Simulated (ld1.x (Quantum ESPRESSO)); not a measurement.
## LDA (PZ) PAW dataset for praseodymium, scalar-relativistic all-electron reference.

- Element: Pr (Z = 59)
- Generator: ld1.x (Quantum ESPRESSO) 7.5
- Type: PAW
- Functional: LDA (PZ)
- Relativity: scalar-relativistic
- Frozen core: [Kr] 4d10
- Valence charge: 13
- Reference configuration: 4f3 5s2 5p6 5d1 6s1 6p0
- Partial waves: 5s (bound): rcut 2.25, rcutus 2.40 bohr; 6s (bound): rcut 2.25, rcutus 2.40 bohr; 5p (bound): rcut 2.45, rcutus 2.95 bohr; 6p (bound, empty): rcut 2.45, rcutus 2.95 bohr; 5d (bound): rcut 3.25, rcutus 4.15 bohr; 5d channel at 4.2 Ry: rcut 3.25, rcutus 4.15 bohr; 4f (bound): rcut 0.80, rcutus 0.90 bohr; 4f channel at 0.5 Ry: rcut 0.80, rcutus 0.90 bohr
- Local potential: all-electron potential smoothed inside 3.40 bohr (lloc = -1)
- Core correction: Bessel-smoothed model core, default radius (core density twice the valence density)
- Augmentation charge: BESSEL, radius 0.65 bohr

All-electron outer shells of the reference configuration (LDA (PZ), scalar-relativistic, ld1.x):

```json
{"shell": "4p", "level (eV)": "-213.72", "outermost node (bohr)": "0.32", "outermost maximum (bohr)": "0.60"}
{"shell": "4d", "level (eV)": "-109.35", "outermost node (bohr)": "0.30", "outermost maximum (bohr)": "0.64"}
{"shell": "5s", "level (eV)": "-37.96", "outermost node (bohr)": "0.74", "outermost maximum (bohr)": "1.35"}
{"shell": "5p", "level (eV)": "-20.42", "outermost node (bohr)": "0.79", "outermost maximum (bohr)": "1.53"}
{"shell": "6s", "level (eV)": "-3.20", "outermost node (bohr)": "1.82", "outermost maximum (bohr)": "3.90"}
{"shell": "5d", "level (eV)": "-1.50", "outermost node (bohr)": "0.91", "outermost maximum (bohr)": "2.36"}
{"shell": "6p", "level (eV)": "-1.10", "outermost node (bohr)": "2.20", "outermost maximum (bohr)": "5.39"}
{"shell": "4f", "level (eV)": "-0.37", "outermost node (bohr)": "–", "outermost maximum (bohr)": "0.69"}
```

Results:

* Cutoffs needed: 180 Ry and 260 Ry (the cutoffs (Ry, on a coarse ladder) from which the occupation-weighted sum of valence levels, in a spherical-Bessel basis at the reference potential, stays within 10 and 1 mRy of its value at 400 Ry)
* Ghost test: no extra level below or beside the all-electron valence levels (s, p, d, f tested) (spherical-Bessel basis up to 400 Ry, 20 bohr box)
* Configuration tests: test run stopped at test 1 of 9 (negative rho)
* Lowest eigenvalue of the overlap operator: 0.10 (p channel)

Generation and tests took about 3 s on one core of a shared server CPU.
